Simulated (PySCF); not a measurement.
# Spin-Hamiltonian simulation

Molecule: `C1(F)=C(F)C(=C)C=C1COC`, C$_{8}$H$_{8}$F$_{2}$O.

Geometry:
```
atom   x (Å)   y (Å)   z (Å)
  C1   3.427  -0.390  -0.663
  C2   2.231   0.140  -0.366
  C3   0.932  -0.539  -0.249
  C4  -0.003   0.389   0.063
  C5  -1.459   0.201   0.286
  O6  -1.799  -1.134   0.105
  C7  -3.151  -1.392   0.318
  C8   0.657   1.699   0.160
  F9  -0.004   2.808   0.450
 C10   1.976   1.557  -0.091
 F11   2.918   2.485  -0.102
 H12   4.320   0.238  -0.717
 H13   3.538  -1.459  -0.858
 H14   0.757  -1.602  -0.395
 H15  -2.026   0.862  -0.406
 H16  -1.721   0.550   1.310
 H17  -3.462  -1.144   1.353
 H18  -3.321  -2.464   0.149
 H19  -3.797  -0.819  -0.376
```

- σ from GIAO-PBE0/pcSseg-1
- couplings computed with B3LYP/pcJ-1 (spin–dipole term only in couplings to heteroatoms)
- geometry: PBE0-D3(BJ)/def2-SVP
- run in PySCF 2.14.0 with density-fitted response routines
- non-relativistic Hamiltonian, isolated molecule, a single conformation, one averaged value for each set of equivalent atoms

Shifts are taken against calculated references (same method and geometry level): ¹H (31.27 ppm) against TMS.

Shifts (ppm): F9 -160.1, F11 -175.0, H12 6.25, H13 5.90, H14 5.78, H15/H16 4.05.
Couplings (Hz): F9–F11: 25.3; F9–H12: -0.7; F9–H13: 1.4; F9–H14: 6.3; F9–H15, F9–H16: 1.5; F11–H12: 1.4; F11–H13: 0.7; F11–H14: 0.7; F11–H15, F11–H16: -2.6; H12–H13: 1.1; H12–H14: -1.0; H12–H15, H12–H16: -1.9; H13–H14: -0.4; H13–H15, H13–H16: -1.7; H14–H15, H14–H16: -3.8; H15–H16: -21.5.

The 7-spin Hamiltonian (Zeeman plus full scalar coupling among like nuclei) was diagonalised exactly; lines are Lorentzian, 0.7 Hz wide, and the maxima above 3 % are listed with the tallest set to 100.

Q: Give the ¹H peak list of this spin system at 60 MHz.

A: 
Hz from δ = 0 (height): 376.0 (60), 375.0 (66), 374.2 (62), 354.0 (90), 350.4 (44), 347.2 (29), 346.8 (30), 346.6 (30), 343.8 (37), 340.0 (20), 248.7 (26), 247.0 (61), 246.0 (48), 245.1 (83), 244.5 (82), 243.0 (100), 241.4 (77), 240.9 (79), 239.0 (56), 237.2 (23)

Q: And at 500 MHz?

A: 
| Hz | ppm | height |
| --- | --- | --- |
| 3125.9 | 6.252 | 61 |
| 3125.0 | 6.250 | 66 |
| 3124.1 | 6.248 | 61 |
| 2950.0 | 5.900 | 74 |
| 2897.0 | 5.794 | 19 |
| 2893.2 | 5.786 | 37 |
| 2890.3 | 5.781 | 28 |
| 2890.0 | 5.780 | 29 |
| 2889.7 | 5.779 | 28 |
| 2886.9 | 5.774 | 37 |
| 2883.1 | 5.766 | 19 |
| 2030.8 | 4.061 | 25 |
| 2029.0 | 4.058 | 59 |
| 2028.1 | 4.056 | 46 |
| 2027.1 | 4.054 | 81 |
| 2026.6 | 4.053 | 80 |
| 2025.0 | 4.050 | 100 |
| 2023.5 | 4.047 | 80 |
| 2022.9 | 4.046 | 81 |
| 2021.0 | 4.042 | 59 |
| 2019.2 | 4.038 | 24 |

Q: Among coupled protons with different shifts, which pair is furthest from first order, and how does the field change that?

A: H14 and H15: Δν/J is about 27.3 at 60 MHz (close to first order) and 227.6 at 500 MHz (close to first order). J in Hz doesn't depend on the field, while Δν in Hz grows in proportion to it.
